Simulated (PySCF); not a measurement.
# Frontier levels across methods

Compound: C2H6BNSi.
Atom-mapped SMILES: `[CH:1]#[C:2][BH:3][NH:4][SiH3:5]` (hydrogens: H6 on C1; H7 on B3; H8 on N4; H9, H10, H11 on Si5)

Geometry (PBE0-D3(BJ)/def2-SVP, Å), atoms numbered from 1 in this order:
```xyz
11
C2H6BNSi angstrom
C      2.417   -0.818    0.806
C      1.643    0.020    0.380
B      0.713    1.121   -0.147
N     -0.650    0.888   -0.405
Si    -1.589   -0.593   -0.218
H      3.095   -1.562    1.183
H      1.163    2.227   -0.344
H     -1.165    1.698   -0.738
H     -0.656   -1.740   -0.077
H     -2.450   -0.760   -1.427
H     -2.484   -0.506    0.975
```

Basis pcSseg-2 throughout (PySCF), one geometry. Isolated species at its PBE0-D3(BJ)/def2-SVP geometry (one conformer only).

Problem. How do the orbital energies, the gap and the dipole change with the method?

Solution. 
```csv
method,kind,HOMO (eV),LUMO (eV),gap (eV),μ (D),SCF cycles
BLYP,GGA,-6.51,-1.84,4.68,1.13,16
B97-D,GGA,-6.63,-1.85,4.78,1.09,16
OPBE,GGA,-6.65,-1.89,4.76,1.13,16
PBE,GGA,-6.68,-2.00,4.68,1.15,16
KT3,GGA,-6.69,-1.92,4.76,1.09,16
KT2,GGA,-6.69,-1.99,4.70,1.11,16
BP86,GGA,-6.77,-2.07,4.69,1.14,15
LDA,LDA,-6.84,-2.24,4.60,1.21,15
B97-2,global hybrid,-7.63,-1.08,6.55,1.05,14
B3LYP,global hybrid,-7.65,-1.26,6.39,1.08,14
PBE0,global hybrid,-7.90,-1.07,6.82,1.07,14
mPW1PW91,global hybrid,-7.92,-1.08,6.84,1.06,14
BHandHLYP,global hybrid,-8.96,-0.03,8.93,0.98,13
CAM-B3LYP,range-separated hybrid,-9.24,0.04,9.28,1.07,13
wB97X-D,range-separated hybrid,-9.76,0.73,10.49,1.04,14
HF,Hartree–Fock,-10.62,2.40,13.02,0.82,12
LC-wPBE,range-separated hybrid,-10.66,1.16,11.82,1.06,14
```

The HOMO spans 4.15 eV, from BLYP down to LC-wPBE, and the gap runs from 4.60 eV (LDA) to 13.02 eV (HF). Over the methods BLYP (0 %), B97-D (0 %), OPBE (0 %), PBE (0 %), KT3 (0 %), KT2 (0 %), BP86 (0 %), LDA (0 %), B97-2 (21 %), B3LYP (20 %), PBE0 (25 %), mPW1PW91 (25 %), BHandHLYP (50 %), HF (100 %), a straight line through the gap against the share of exact exchange rises by 0.83 eV for each 10 % (correlation coefficient 1.000). The dipole ranges from 0.82 D (HF) to 1.21 D (LDA). This basis has no diffuse functions.
